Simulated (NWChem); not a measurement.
# MnHOBr, sextet; SMILES [OH][Mn][Br]

```xyz
4

Mn     0.0132     0.9449     0.0000
Br    -0.0072    -1.3987     0.0000
O     -0.0749     2.7317     0.0000
H      0.5221     3.4802     0.0000
```
Atoms are numbered in this order, from 1.

Results from NWChem. Spin-unrestricted. Geometry: optimised at PBE0/def2-SVP, spin-unrestricted. This spin state was assumed; another may lie lower. No stability test was run on the SCF state. Level B3LYP/def2-SVP: energy and gradient on several grids; changes count from the extra-fine grid, which is no exact limit either.

| grid | size of the energy change (μHa) | largest change of a gradient component (μHa/bohr) |
|---|---|---|
| xcoarse | 2000 | 5000 |
| coarse | 20 | 600 |
| medium | < 10 | 70 |
| fine | < 10 | < 30 |
| xfine | < 10 | < 30 |
